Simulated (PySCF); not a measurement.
## TlSn⁺ from Hartree–Fock to correlated methods

State: ³Π (triplet), unpaired electrons σ ↑, π ↑. Set-up: PySCF, scalar-relativistic core potentials, basis sets Tl cc-pVDZ-PP with ECP60, Sn cc-pVDZ-PP with ECP28. De refers to Tl⁺ + Sn in their high-spin ground configurations, without counterpoise correction. The functionals are run spin-unrestricted. A positive dipole points towards Sn; it is taken about the centre of mass and depends on that origin.

```csv
Level,Re (Å),ωe (cm⁻¹),De (eV),μ (D)
UHF,3.624,53.0,n/a,-1.47
UHF-MP2,3.436,64.4,n/a,n/a
UHF-SCS-MP2,3.488,60.9,n/a,n/a
UHF-CCSD,3.466,63.0,n/a,n/a
UHF-CCSD(T),3.444,64.6,n/a,n/a
LDA,3.229,78.5,n/a,1.00
PBE,3.387,67.0,n/a,0.53
r²SCAN,3.349,69.3,n/a,0.27
PBE0,3.366,68.5,n/a,0.14
HSE06,3.363,68.7,n/a,0.24
BHandHLYP,3.416,65.6,n/a,-0.15
M06-2X,3.456,65.4,n/a,-0.81
```

The bond length runs from 3.229 Å (LDA) to 3.624 Å (UHF).

Correlated steps freeze 8 core orbitals. Spin–orbit coupling is left out, which matters for elements this heavy, above all for dissociation energies. Counting both spins, an empty level lies below a filled one in some of these solutions, because spin and occupation are held. The state is the lowest determinant that a PBE0 search found; another state may lie lower at other levels.
